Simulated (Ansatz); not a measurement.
Geometry optimisation, RKS PBE0/def2-SVP (Ansatz).

Input:

```yaml
crystal:
  periodic: [false, false, false]
  atoms:
    - { symbol: Si, position_ang: [-0.1603, -0.3686, 0.1534] }
    - { symbol: Cl, position_ang: [2.0342, 0.6057, -0.5296] }
    - { symbol: O, position_ang: [0.5615, -0.8414, 1.5134] }
    - { symbol: O, position_ang: [-1.7436, -0.4098, 0.4896] }
    - { symbol: O, position_ang: [-0.0812, -1.1878, -1.2394] }
    - { symbol: H, position_ang: [0.7689, 1.8114, -0.3975] }
    - { symbol: O, position_ang: [-0.4244, 1.6742, 0.0104] }
    - { symbol: H, position_ang: [1.4902, -0.6666, 1.6599] }
    - { symbol: H, position_ang: [-2.1403, -1.2373, 0.7464] }
    - { symbol: H, position_ang: [0.7461, -1.2371, -1.7178] }
    - { symbol: H, position_ang: [-1.0511, 1.8573, -0.6888] }
basis:
  gaussian: { orbitals: def2-SVP }
hamiltonian:
  xc: pbe0
relax:
  f_tol: 0.15
  max_steps: 25
  restrain:
    - { distance: [0, 6], at: 3.07, k: 30.0 }
    - { distance: [5, 1], at: 2.63, k: 30.0 }
    - { distance: [0, 1], at: 2.13, k: 30.0 }
    - { distance: [5, 6], at: 0.97, k: 30.0 }
output:
  orbitals: {}
```

Run as:

```bash
$ ansatz run input.yaml --threads 2 --pin off --max-ram 3072MiB --backend cpu --events-out ev --progress --plain --runs-dir out
```

Problem. Where does it end, and by what steps?

Solution. It converged. The restraints hold the end off the free minimum. After 19 steps the energy has fallen by 1.618 eV (the restraints' own energy left out); H10 moved furthest, 1.61 Å. Joined: H6–O7 (1.27 → 0.97 Å).

```tsv
step	energy less start (eV)	largest force component (eV/Å)	accepted
0	0.0000	3.790	yes
1	0.0079	3.482	yes
2	0.2469	2.836	yes
3	0.2754	2.386	yes
4	-0.0242	2.344	yes
5	-0.3717	1.221	yes
6	-0.6218	2.084	yes
7	-0.8609	0.799	yes
8	-0.9268	0.632	yes
9	-1.0088	0.660	yes
10	-1.0909	0.624	yes
11	-1.1403	0.656	yes
12	-1.1614	0.624	yes
13	-1.2128	0.435	yes
14	-1.2596	0.565	yes
15	-1.3083	1.120	yes
16	-1.4386	0.467	yes
17	-1.5050	1.448	yes
18	-1.6001	0.793	yes
19	-1.6180	0.388	yes
```

```xyz
11
Properties=species:S:1:pos:R:3
Si 0.135 -0.677 -0.394
Cl 1.190 0.648 -1.651
O 0.748 -0.598 1.118
O -1.423 -0.129 -0.494
O 0.223 -2.199 -0.975
H 0.489 2.253 0.316
O -0.062 2.010 1.074
H 0.591 0.313 1.449
H -2.085 -0.707 -0.102
H 1.079 -2.634 -0.997
H -0.884 1.720 0.655
```

The run took 40 s on 2 threads of Intel(R) Xeon(R) 6975P-C (Granite Rapids), on a shared host, peak memory 0.31 GiB.
